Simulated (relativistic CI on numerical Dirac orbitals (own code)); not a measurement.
Sensitivity of the levels of I XXVIII to α and to the nuclear radius

Method of calculation: Dirac-Coulomb-Breit CI, KLI orbitals optimised for each configuration, derivatives by finite differences, unscaled Slater integrals, QED left out (own radial code, finite nucleus).

CI space (outside the closed core [Ne]): 3s2 3p6 3d8, 3s2 3p5 3d9, 3s2 3p4 3d10, 3s 3p6 3d9, 3p6 3d10, 3s 3p5 3d10, 3s2 3p6 3d7 4s, 3s2 3p6 3d7 4p. Levels of other configurations are missing.

With x = (α/α₀)² − 1 an excitation energy changes as ω = ω₀ + qx; K = 2q/ω₀ is the relative enhancement. Terms are leading LS components, so labels can repeat. The field-shift factor is F = δν/δ⟨r²⟩ for the transition from the lowest level.

Lowest level 3s2 3p6 3d8 3F_4.

| Level | ω₀ (cm⁻¹) | q (cm⁻¹) | K | F (GHz/fm²) |
| --- | --- | --- | --- | --- |
| 3s2 3p6 3d8 1D_2 | 45719 | 911.2 | 0.0399 | 0.0151 |
| 3s2 3p6 3d8 3F_3 | 91523 | 96610 | 2.11 | 0.899 |
| 3s2 3p6 3d8 3P_0 | 125095 | 22500 | 0.36 | 0.411 |
| 3s2 3p6 3d8 3P_2 | 135304 | 101800 | 1.5 | 1.02 |
| 3s2 3p6 3d8 3P_1 | 163336 | 99150 | 1.21 | 1.06 |
| 3s2 3p6 3d8 1G_4 | 175852 | 90020 | 1.02 | 1.04 |
| 3s2 3p6 3d8 1D_2 | 220042 | 188900 | 1.72 | 1.76 |
| 3s2 3p6 3d8 1S_0 | 352811 | 177100 | 1 | 1.96 |
| 3s2 3p5 3d9 3F°_4 | 1907059 | 131400 | 0.138 | 5.73 |
| 3s2 3p5 3d9 1D°_2 | 1952117 | 144300 | 0.148 | 5.69 |
| 3s2 3p5 3d9 3D°_3 | 2019324 | 170500 | 0.169 | 6.11 |
| 3s2 3p5 3d9 3P°_1 | 2080739 | 168700 | 0.162 | 5.15 |
| 3s2 3p5 3d9 3D°_2 | 2089803 | 227300 | 0.218 | 6.53 |

At this charge energies of transitions that change n are usually good to better than 1 %, and those within a shell (Δn = 0) to a few per cent. Terms inside the open d or f shell come out 10 to 20 % too wide with unscaled integrals.
